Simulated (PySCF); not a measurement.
Cartesian coordinates in Å; atom numbers follow the order of the lines, from 1:
```xyz
19

C    -2.039    1.188   -0.119
C    -1.987   -0.284    0.189
C    -1.340   -0.799    1.513
P    -0.565   -1.364    0.003
O    -0.541   -2.736   -0.585
C     0.943   -0.443   -0.270
C     1.992   -0.770   -1.083
C     2.958    0.268   -0.914
C     2.420    1.137   -0.011
O     1.203    0.715    0.386
H    -1.073    1.675    0.075
H    -2.798    1.687    0.507
H    -2.301    1.362   -1.173
H    -2.911   -0.831   -0.047
H    -0.794   -0.058    2.109
H    -1.924   -1.508    2.108
H     2.050   -1.655   -1.712
H     3.929    0.355   -1.396
H     2.772    2.065    0.432
```

PySCF 2.14.0 with density-fitted response routines calculation with geometry: PBE0-D3(BJ)/def2-SVP and NMR shieldings at PBE0/pcSseg-1/GIAO; fast rotation and ring inversion assumed for equivalent nuclei, gas phase, one computed conformer, non-relativistic.

List the cross peaks expected in HSQC, COSY and HMBC spectra.

## Answers



HSQC (one-bond C–H):
| δH | δC |
| --- | --- |
| 7.66 (H17) | 133.7 (C7) |
| 7.62 (H19) | 152.1 (C9) |
| 6.71 (H18) | 118.0 (C8) |
| 2.06 (H16) | 18.7 (C3) |
| 1.99 (H14) | 21.2 (C2) |
| 1.19 (H11/H12/H13) | 13.8 (C1) |
| 1.09 (H15) | 18.7 (C3) |

COSY cross peaks (H two or three bonds apart, from the bond graph; peaks can be absent where the dihedral angle is near 90°):
| δH | δH |
| --- | --- |
| 7.66 (H17) | 6.71 (H18) |
| 7.62 (H19) | 6.71 (H18) |
| 2.06 (H16) | 1.99 (H14) |
| 2.06 (H16) | 1.09 (H15) |
| 1.99 (H14) | 1.19 (H11/H12/H13) |
| 1.99 (H14) | 1.09 (H15) |

HMBC (two and three bonds, from the bond graph; two-bond peaks within aromatic rings are usually weak or absent):
| δH | δC |
| --- | --- |
| 7.66 (H17) | 152.1 (C9), 147.5 (C6), 118.0 (C8) |
| 7.62 (H19) | 147.5 (C6), 133.7 (C7), 118.0 (C8) |
| 6.71 (H18) | 152.1 (C9), 147.5 (C6), 133.7 (C7) |
| 2.06 (H16) | 147.5 (C6), 21.2 (C2), 13.8 (C1) |
| 1.99 (H14) | 147.5 (C6), 18.7 (C3), 13.8 (C1) |
| 1.19 (H11/H12/H13) | 21.2 (C2), 18.7 (C3) |
| 1.09 (H15) | 147.5 (C6), 21.2 (C2), 13.8 (C1) |

Shifts are taken against calculated references (same method and geometry level): ¹H (31.27 ppm), ¹³C (184.41 ppm) vs TMS.

Short H···H contacts in this conformer between protons four or more bonds apart (candidates for NOE cross peaks, intensity ∝ r⁻⁶): H11···H15 2.69 Å.

Shifts are as computed. Against solution values, carbons near 30 ppm lie about +2 ppm off and those near 130 ppm about +5 ppm (rms about the fit 1.9 ppm; single classes can miss by 10 ppm). Of 1328 compounds with measured shifts, 309 miss one by over three times the rms of a fit or turn the order of signals round; such compounds aren't used in these exercises. Signals without a measured value on file couldn't be tested in this way; 1H shifts scatter by 0.2 ppm about their fit, and single ones miss by 0.5 ppm.
